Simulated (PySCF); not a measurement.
## C₆ coefficients of unlike pairs at revPBE

Calculated with PySCF 2.14 from the dipole response of each species, C₆(A,B) = (3/π) ∫ α_A(iu) α_B(iu) du, in atomic units, from isotropic polarisabilities. For ions this is the dispersion term alone; charge-induced terms of lower order in 1/R come first.

```
species      configuration                                                                      basis     relativity  α (bohr³)  C₆ (like pair)
     Ar          [Ar] (1S)  x2c-TZVPPall with one added diffuse shell each of s, p, d type (6s6p4d1f)  spin-free X2C      11.64           69.00
      P  [Ne] 3s2 3p3 (4S)                                                 aug-cc-pV(T+d)Z (6s5p4d2f)           none      27.24           204.5
    Co⁺      [Ar] 3d8 (3F)                                                   def2-TZVPPD (6s6p4d2f1g)           none      8.011           18.25
   Cr³⁺      [Ar] 3d3 (4F)                                                aug-cc-pwCVTZ (10s9p7d4f3g)           none      2.179           5.529
```

Question: Estimate C₆ for Cr³⁺ with Ar.

Answer: The integral gives 17.90. The combination rule 2 C_A C_B / (C_A α_B/α_A + C_B α_A/α_B) gives 17.98 and the geometric mean 19.53.

No spin-orbit coupling is included.

The other pairs:

```tsv
pair	C₆
Cr³⁺, P	26.69
Co⁺, P	58.49
Cr³⁺, Co⁺	9.132
Co⁺, Ar	34.16
P, Ar	113.9
```
